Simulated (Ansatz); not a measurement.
Relaxed structures of LiGeH$_{3}$, closed shell (PBE0-D4/def2-TZVP; forces vanish, vibrations not checked; lower isomers may exist, and structures with a doubtful reference or unclear bonds are left out; Å). Computed with Ansatz 0.2.0 (basis: def2-TZVPP); correlated methods freeze the cores. Filled d shells of the heavier atoms are correlated. The outer core shell of Li, Na, Mg and K is correlated. The def2 sets are not built for correlating such inner shells, so the correlated values are less sure here.

Question: Rank them by CCSD(T) energy, lowest first, and give each one's height above the lowest. Links in brackets join atoms within 1.22 times the sum of their covalent radii (1.1 for two metals). (Judge from chemistry; the value comes from the calculation.)
A.
LiGeH₃ ([H]1[Li][GeH2]1)
```
5
angstrom
Li -1.7943 -1.0098 1.7747
Ge -0.1343 -0.1354 0.3938
H -0.0089 -0.5157 2.0141
H 0.4578 1.2994 0.5567
H 1.1460 -0.9271 -0.0192
```
B.
LiGeH₃ ([H]1[Li]23[H][Ge]12[H]3)
```
5
angstrom
Li 0.5339 0.5666 -1.0635
Ge -0.4391 -0.4659 0.8746
H -1.1976 -0.0012 -0.5219
H 0.3644 0.9789 0.7845
H 0.7547 -1.0610 -0.1063
```
C.
LiGeH₃ ([Li][GeH3])
```
5
angstrom
Li -0.9670 -1.0263 1.9267
Ge 0.0293 0.0311 -0.0585
H -0.9394 0.3601 -1.2362
H 0.7300 1.4076 0.1600
H 1.1471 -0.7725 -0.7921
```

Answer: By the calculation: B (0.00 kcal/mol), C (4.92 kcal/mol), A (9.43 kcal/mol). Heights count from the lowest.

The T1 diagnostic stays at or below 0.013.

For scale, one of the runs: CCSD(T)/def2-TZVPP, 109 basis functions, launched by `ansatz run in.yaml --threads 2 --pin off --events-out ev --progress --plain --max-ram 4352MiB`. Hardware: 2 CPU threads of an AMD EPYC 7571, shared host. Wall time about 16 s.
